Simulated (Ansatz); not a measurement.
CH6BFOSi can be A, `BC[SiH](O)F`, or B, `OBC(F)[SiH3]`.

Program: Ansatz. Geometries: PBE0-D4/def2-TZVP. ΔE: electronic, gas phase. CBS: MP2 limit from def2 TZ/QZ plus the TZ coupled-cluster correction, frozen cores. DFT in def2-TZVPP. B3LYP here is the variant with VWN-RPA as its local correlation; programs differ in this. Each species was taken in one conformer, which may not be the lowest.

Problem. Which is lower in electronic energy at CCSD(T)/CBS, and by how much? (An estimate is asked.)

Solution. The calculation gave: A, by 56.5 kcal/mol.

Problem. Give E(B) − E(A) in kcal/mol with B3LYP-D4, MP2/def2-TZVPP, PBE0-D4, CCSD/def2-TZVPP, ωB97M-V, B3LYP, PBE-D4. (Best estimate.)

Solution. Ansatz gave: B3LYP-D4 52.3, MP2/def2-TZVPP 58.8, PBE0-D4 51.8, CCSD/def2-TZVPP 55.5, ωB97M-V 54.0, B3LYP 52.0, PBE-D4 48.7. None reverses the order clearly.

Largest T1 diagnostic: 0.013.

From PBE to PBE0 (25 % exact exchange), in def2-TZVPP and without D4, E(B) − E(A) moves by +3.1 kcal/mol.
